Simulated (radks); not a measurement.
Species: Ag3+. Configuration: [Kr] 4d8 (the NIST ground configuration).

Calculated with a radial shooting solver on a logarithmic mesh with Libxc functionals: scalar-relativistic Kohn-Sham, r2SCAN, spin-polarised, spherical densities, finite nucleus; open shells are filled with parallel spins first (spin-orbit coupling, left out, can overturn this in heavy ions); meta-GGA in the generalised Kohn-Sham scheme; Fermi nuclear charge, rms radius 4.5454 fm.

Energy parts (hartree):
total: -5314.26986
kinetic: 5521.16849
electron-nucleus: -12782.95249
Hartree: 2095.93070
exchange-correlation: -148.41656

Orbitals (lengths in bohr, moments of r in powers of bohr; <r^-3> diverges for s and p1/2):
| orbital | occ. | eigenvalue (hartree) | <r^-3> | <r^4> |
|---|---|---|---|---|
| 1s down | 1 | -934.1342 | - | 4.460e-06 |
| 1s up | 1 | -934.1340 | - | 4.460e-06 |
| 2s up | 1 | -139.3121 | - | 0.0007918 |
| 2s down | 1 | -139.2897 | - | 0.0007916 |
| 2p up | 3 | -125.0020 | 3778 | 0.0005689 |
| 2p down | 3 | -124.9855 | 3779 | 0.0005687 |
| 3s up | 1 | -26.94027 | - | 0.03667 |
| 3s down | 1 | -26.93506 | - | 0.03665 |
| 3p up | 3 | -22.20407 | 678.1 | 0.03939 |
| 3p down | 3 | -22.19638 | 677.5 | 0.03934 |
| 3d up | 5 | -14.75686 | 92.19 | 0.03804 |
| 3d down | 5 | -14.74015 | 92.12 | 0.03797 |
| 4s up | 1 | -5.04994 | - | 1.303 |
| 4s down | 1 | -4.97247 | - | 1.299 |
| 4p up | 3 | -3.66379 | 111.9 | 1.929 |
| 4p down | 3 | -3.58348 | 112.5 | 1.933 |
| 4d up | 5 | -1.65247 | 10.12 | 5.762 |
| 4d down | 3 | -1.57414 | 10.06 | 6.086 |

The highest occupied level is 4d down at -42.835 eV. For comparison, the ionisation energy in NIST's Atomic Spectra Database is 49 eV (theoretical). In exact Kohn-Sham theory the highest level is minus the ionisation energy, but local and semilocal functionals leave it too shallow, through self-interaction and a potential that decays too fast; potentials with the right tail come closer. Summed over all electrons, <r^2> = 25.94 bohr^2, which gives a Langevin (diamagnetic) susceptibility term of -20.5 x 10^-6 cm^3/mol. The density falls to 0.001 e/bohr^3 at r = 3.05 bohr. Spin moment in Bohr magnetons: 2. The electron density at the nucleus is 1.493e+05 e/bohr^3 (large components only). The spin density at the nucleus is -1.908 e/bohr^3 (1s -0.004, 2s -1.336, 3s 1.071, 4s -1.640).
